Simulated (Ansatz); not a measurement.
Ansatz (a program for electronic structure) input:

Ansatz 0.2 input:
```yaml
crystal:
  periodic: [false, false, false]
  atoms:
    - {symbol: O, position_ang: [-0.00000000, -0.00000000, -0.11564266]}
    - {symbol: H, position_ang: [0.00000000, 0.00000000, 0.92514126]}
basis:
  gaussian:
    orbitals: def2-TZVPD
hamiltonian:
  xc: {name: PBE}
total_charge: 1
magnetization: {spin_polarized: true, initial_magnetization: 2}
output: {forces: true}
```

What final total energy does it print?

-75.20041 Eh (PBE/def2-TZVPD). The basis has 49 functions.
